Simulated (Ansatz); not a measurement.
From F to Br: the atomisation energy (no zero-point term)

One atom is swapped for its congeners: CHBrClF (bromochlorofluoromethane) `FC(Cl)Br`; CHBrCl2 `ClC(Cl)Br`; CHBr2Cl (chlorodibromomethane) `ClC(Br)Br`. All are singlets with charge 0.

Shapes, held fixed at every level: PBE0-D4/def2-TZVP. Programs: Ansatz 0.2.0. Values in eV.

```csv
level,CHBrClF,CHBrCl2,CHBr2Cl
HF/def2-SVP,10.24,9.05,8.58
r2SCAN0-D4/def2-TZVPP,15.54,14.17,13.65
wB97M-V/def2-TZVPP,15.91,14.45,13.83
B2PLYP/def2-TZVPP,15.58,14.04,13.54
CCSD(T)/def2-SVP,14.63,13.08,12.60
CCSD/def2-TZVPP,14.88,13.40,12.93
CCSD(T)/def2-TZVPP,15.33,13.86,13.40
```

At CCSD(T)/def2-TZVPP the atomisation energy falls at every step, from 15.33 to 13.40 eV. Every level shows the same order. Relativity is left out for Br unless named. Correlated rows may include outer-core shells of Br, which these sets cover unevenly. Spin-orbit coupling, which grows down the group, is left out (summed over each molecule's free atoms 0.21, 0.23, 0.34 eV).
